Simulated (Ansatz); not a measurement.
Basis-set extrapolation for CH₈ClNSi₂, SMILES `[SiH3]NC[SiH2]Cl` (PBE0-D4/def2-TZVP geometry, frozen core, Ansatz). Multiplicity 1, RHF reference.

```
                       def2-TZVPP    def2-QZVPP
                 HF  -1134.480313  -1134.516256
    MP2 correlation     -0.825328     -0.890033
CCSD(T) correlation     -0.927841       not run
```

Energies in hartree. Use E(X) = E(∞) + A·exp(−7.88·√X) for Hartree–Fock and E(X) = E(∞) + B·X^(−2.97) for correlation, with X = 3 and 4, and add CCSD(T) minus MP2 of the smaller set to the MP2 limit.

Q: What is the CCSD(T) energy at the basis-set limit?

A: HF limit: -1134.516256 + (-0.035943) × 0.13774 = -1134.52121. MP2 limit: -0.890033 + (-0.064705) × 0.74074 = -0.93796. Higher-order term: -0.927841 − (-0.825328) = -0.10251. Total: -1135.56168 hartree, 403.1 kJ/mol below CCSD(T)/def2-TZVPP.
